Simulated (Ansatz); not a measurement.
Basis-set extrapolation for H$_{8}$N$_{2}$OSi$_{2}$ (`N[SiH2][SiH](N)O`) (PBE0-D4/def2-TZVP geometry, frozen core, Ansatz 0.2.0). Multiplicity 1, RHF reference.

```json
{"": "HF", "def2-TZVPP": "-766.504285", "def2-QZVPP": "-766.532336"}
{"": "MP2 correlation", "def2-TZVPP": "-0.918615", "def2-QZVPP": "-0.989195"}
{"": "CCSD(T) correlation", "def2-TZVPP": "-1.000674", "def2-QZVPP": "not run"}
```

Energies in hartree. Use E(X) = E(∞) + A·exp(−7.88·√X) for Hartree–Fock and E(X) = E(∞) + B·X^(−2.97) for correlation, with X = 3 and 4, and add CCSD(T) minus MP2 of the smaller set to the MP2 limit.

Problem. What is the CCSD(T) energy at the basis-set limit?

Solution. HF limit: -766.532336 + (-0.028051) × 0.13774 = -766.53620. MP2 limit: -0.989195 + (-0.070580) × 0.74074 = -1.04148. Higher-order term: -1.000674 − (-0.918615) = -0.08206. Total: -767.65974 hartree, 406.4 kJ/mol below CCSD(T)/def2-TZVPP.
